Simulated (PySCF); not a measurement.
**Name the molecule from its bond curve**

A diatomic of charge +1 contains Mo. Its quintet curve at ωB97M-V in a triple-zeta basis (scalar-relativistic core potentials, PySCF), in eV from the separated fragments:

R (Å), E (eV) and a bar:
```
    1.434     -1.417 #####################
    1.500     -1.703 ##########
    1.567     -1.868 ###
    1.617     -1.929 #
    1.667     -1.947 
    1.717     -1.929 #
    1.784     -1.861 ###
    1.867     -1.726 #########
    1.967     -1.515 #################
    2.100     -1.202 ##############################
```

The fit gives ωe = 1969 cm⁻¹ and the rotational constant Bₑ = 6.095 cm⁻¹.

**Question.** Which atom is the partner?

**Answer.** The minimum lies at 1.665 Å, so the reduced mass is 16.8576 u Å² cm⁻¹/(Bₑ·Re²) = 0.9977 u. With Mo at 97.91 u the partner weighs about 1.0 u: H. The molecule is MoH⁺.

Spin–orbit coupling is left out. The state is the lowest single determinant that the PBE0 search found; with open d or f shells the true ground state can be another one.
